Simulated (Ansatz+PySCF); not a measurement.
Results of a calculation; reference values are marked as such.
**Several solutions for doublet CuO**

```json
{"atom": "Cu", "x (Å)": "0.0000", "y (Å)": "0.0000", "z (Å)": "0.0000"}
{"atom": "O", "x (Å)": "0.0000", "y (Å)": "0.0000", "z (Å)": "1.7240"}
```

Basis set: def2-SVP (spherical functions). Charge 0, multiplicity 2.

ωB97X (restricted open-shell) was run from several starts with Ansatz (development build ahead of 0.2.0) and PySCF 2.14.0.

```tsv
run	program	start	converged	energy (hartree)	<S²>
A	Ansatz	stability test followed	yes	-1715.35049	0.75
B	Ansatz	search for the lowest state	yes	-1715.35049	0.75
C	PySCF	program defaults	yes	-1715.30817	0.75
D	Ansatz	atomic start, no search	yes	-1715.35049	0.75
```

(1) Which runs reached the lowest solution of this kind, and what is wrong with the others?

## Answers

(1) A, B, D reached the lowest solution found. Converged but too high: C by 1.15 eV. Convergence only shows a stationary point, and even a stable one can lie too high; stability tests and further starts are what find lower ones.
